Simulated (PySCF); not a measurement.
BaCl, SMILES [Cl][Ba], multiplicity 2.

The structure is a stationary point at PBE0-D3(BJ)/def2-TZVPD. The spin state was assumed, not searched. The def2 effective core potentials stand for the cores of Ba; spin–orbit coupling is left out.

Method: IEF-PCM-B3LYP/def2-TZVPD in PySCF 2.14.0.

The values are the electrostatic part of the solvation free energy, E(continuum) − E(gas) at the gas-phase geometry, in a cavity of scaled van der Waals radii (PySCF's table); cavitation and dispersion terms are not included. A continuum can't describe solvent molecules that bind to the metal. The dipole moment in vacuum is 5.14 D.

```tsv
solvent	ε	ΔG(elec) (kcal/mol)	dipole (D)
water	78.36	-10.2	8.73
dichloromethane	8.93	-8.5	8.04
N,N-dimethylformamide	37.22	-9.9	8.62
```
